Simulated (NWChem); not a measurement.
System meant: C2H2BCl; SMILES C#CBCl

NWChem input:

```
start job
memory heap 200 mb stack 900 mb global 1100 mb
geometry units angstroms noautosym nocenter noautoz
  B     -0.774986     0.085169     0.000000
  C     -0.135505    -1.286543     0.000000
  C      0.356045    -2.401757     0.000000
  H      0.794895    -3.384373     0.000000
  Cl     0.222554     1.520898     0.000000
  H     -1.969034     0.231846     0.000000
end
basis spherical
  * library def2-svp
end
dft
  xc m06-l
  iterations 150
end
property
  shielding
end
task dft property
```

End of the output:

```
 Vector   21  Occ=0.000000D+00  E= 6.057217D-02
              MO Center= -2.2D-01, -1.1D+00,  5.6D-09, r^2= 3.4D+00
   Bfn.  Coefficient  Atom+Function         Bfn.  Coefficient  Atom+Function
  ----- ------------  ---------------      ----- ------------  ---------------
    23      0.789121  2 C  pz                37     -0.611076  3 C  pz
     9     -0.564932  1 B  pz                20      0.475676  2 C  pz
     6      0.365259  1 B  pz                34     -0.309924  3 C  pz
    60      0.217315  5 Cl pz                57      0.087912  5 Cl pz
    64     -0.052311  5 Cl d  1              11     -0.051906  1 B  d -1

 center of mass
 --------------
 x =   0.01872957 y =   0.17546854 z =   0.00000000

 moments of inertia (a.u.)
 ------------------
         646.462615916617           1.062616021449           0.000000000000
           1.062616021449          52.219545048668           0.000000000000
           0.000000000000           0.000000000000         698.682160965285

     Multipole analysis of the density
     ---------------------------------

     L   x y z        total         alpha         beta         nuclear
     -   - - -        -----         -----         ----         -------
     0   0 0 0     -0.000000    -18.000000    -18.000000     36.000000

     1   1 0 0      0.080469     -0.014179     -0.014179      0.108827
     1   0 1 0     -0.561853     -1.224640     -1.224640      1.887428
     1   0 0 1     -0.000000     -0.000000     -0.000000      0.000000

     2   2 0 0    -22.675916    -27.809067    -27.809067     32.942219
     2   1 1 0     -1.636638      2.408795      2.408795     -6.454228
     2   1 0 1      0.000000      0.000000      0.000000      0.000000
     2   0 2 0    -18.492686   -179.602184   -179.602184    340.711681
     2   0 1 1     -0.000000     -0.000000     -0.000000      0.000000
     2   0 0 2    -22.119569    -11.059785    -11.059785      0.000000

          -----------------------------------------
          Chemical Shielding Tensors (GIAO, in ppm)
          -----------------------------------------

 ------------------------------------------------------------------------
  xm06: d2 not coded                    0
 ------------------------------------------------------------------------
 ------------------------------------------------------------------------
  current input line :
    21: task dft property
 ------------------------------------------------------------------------
 ------------------------------------------------------------------------
 This error has not yet been assigned to a category
 ------------------------------------------------------------------------
 For more information see the NWChem manual at https://nwchemgit.github.io

0: xm06: d2 not coded:Received an Error in Communication
```

Q: Find the fault in this run and fix the input.

A: The program stopped with an error. Cause: this functional's second derivatives, which shieldings need, aren't coded here; the fix takes a hybrid GGA instead. This input runs:
```
start job
memory heap 200 mb stack 900 mb global 1100 mb
geometry units angstroms noautosym nocenter noautoz
  B     -0.774986     0.085169     0.000000
  C     -0.135505    -1.286543     0.000000
  C      0.356045    -2.401757     0.000000
  H      0.794895    -3.384373     0.000000
  Cl     0.222554     1.520898     0.000000
  H     -1.969034     0.231846     0.000000
end
basis spherical
  B library def2-svp
  C library def2-svp
  H library def2-svp
  Cl library def2-svp
end
dft
  xc pbe0
  iterations 150
end
property
  shielding
end
task dft property
```
It converges to -561.92789 Ha (PBE0/def2-SVP, GIAO).
